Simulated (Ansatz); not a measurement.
Ansatz (a first-principles code) input (PBE0/STO-3G):

Ansatz 0.2 input:
```yaml
crystal:
  periodic: [false, false, false]
  atoms:
    - {symbol: Ti, position_ang: [-0.12265219, -0.38759305, -0.22754978]}
    - {symbol: O, position_ang: [1.07853716, 0.65329998, -0.50244709]}
    - {symbol: O, position_ang: [-0.74124362, 0.41258093, 1.12820897]}
basis:
  gaussian:
    orbitals: STO-3G
hamiltonian:
  xc: {name: PBE0}
total_charge: 1
magnetization: {spin_polarized: true, initial_magnetization: 1}
```

End of the output:

```
integrals: 0.01 GiB planned
386 factors; integrals over basis functions are off by at most 1.4e-4 eV
mean field: 0.12 GiB planned
mean field evaluation 1: about -26884.7244 eV, gradient 4.4e1 eV
mean field evaluation 2: about -26568.6814 eV, gradient 2.2e2 eV
mean field evaluation 4: about -26897.6970 eV, gradient 1.8e1 eV
mean field evaluation 8: about -26899.5709 eV, gradient 8.6e-2 eV
mean field evaluation 16: about -26899.5599 eV, gradient 3.1e-4 eV
mean field -26899.55991581 eV, -988.5405937293 hartree, gradient 4.0e-5 eV, S^2 0.786087; 2 other end points of the search recorded, 0 dependent functions left out
reference -26899.55992894 eV, -988.5405942120 hartree; 19, 18 occupied and 9, 10 virtual orbitals, 386 factors
Total energy: -26899.55992894 eV, -988.5405942120 hartree
```

The spin state was set by rule; other spins were not relaxed.
